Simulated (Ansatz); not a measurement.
Computed with Ansatz on PBE0-D4/def2-TZVP structures; ΔE is electronic, products minus reactants. CCSD(T)/CBS adds triple-zeta CCSD(T) − MP2 to the extrapolated MP2 energy (def2 sets, frozen cores). This one scheme is used for every species. Functionals use def2-TZVPP. B3LYP here is the variant with VWN-RPA as its local correlation; programs differ in this. Each species was taken in one conformer, which may not be the lowest.

Reaction (cleavage of the Si–Al bond): `[NH2][Al]([OH])[SiH2]Cl` + `[SiH3]S` → `[SiH3]S[SiH2]Cl` + `[NH2][AlH][OH]`

| level | ΔE (kJ/mol) | difference from CCSD(T)/CBS |
| --- | --- | --- |
| PBE-D4 | -54.1 | 10.3 |
| B3LYP-D4 | -61.1 | 3.3 |
| ωB97X-V | -61.2 | 3.2 |
| ωB97M-V | -68.7 | -4.3 |
| B2PLYP | -61.5 | 2.9 |
| PBE | -49.9 | 14.5 |
| r2SCAN | -62.5 | 1.9 |
| PBE0 | -53.9 | 10.5 |
| B3LYP | -53.9 | 10.5 |
| MP2/def2-TZVPP | -73.6 | -9.2 |
| CCSD/def2-TZVPP | -58.7 | 5.7 |
| CCSD(T)/def2-TZVPP | -60.3 | 4.1 |
| MP2/def2-QZVPP | -76.2 | -11.8 |
| HF/CBS(def2) | -61.7 | 2.7 |
| MP2/CBS(def2) | -77.7 | -13.3 |
| CCSD/CBS(def2) | -62.8 | 1.6 |
| CCSD(T)/CBS | -64.4 | 0 |

Largest T1 diagnostic among the species: 0.011.

The D4 term adds −7.2 kJ/mol with B3LYP and −3.5 kJ/mol with PBE0; it sums over pairs of atoms, weighted by their polarisabilities, and B3LYP, whose exchange is more repulsive, gets the larger term. From PBE to PBE0 (25 % exact exchange), in def2-TZVPP and without D4, ΔE moves by −4.0 kJ/mol.
